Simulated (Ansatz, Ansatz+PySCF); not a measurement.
```xyz
2

C    -0.0382    0.0227   -0.3086
H    -0.0661    0.0059    1.1013
```

Basis set: def2-SVP (spherical functions). Correlated methods keep 1 orbital frozen. Charge 0, multiplicity 2.

Computed with Ansatz (development build ahead of 0.2.0); each method stands on the lowest determinant of its kind that the runs found.

The atomization energy at this shape (free ground-state atoms in the same class of orbitals less the molecule, no zero-point energy) of doublet CH:

```json
{"method": "UHF-MP2", "atomization energy": "225.7 kJ/mol"}
```

Q: What does UHF give?

A: 157.4 kJ/mol. Caution: the unrestricted determinant is spin contaminated. Caution for UHF-MP2: bonds are stretched, where a single reference can fail.
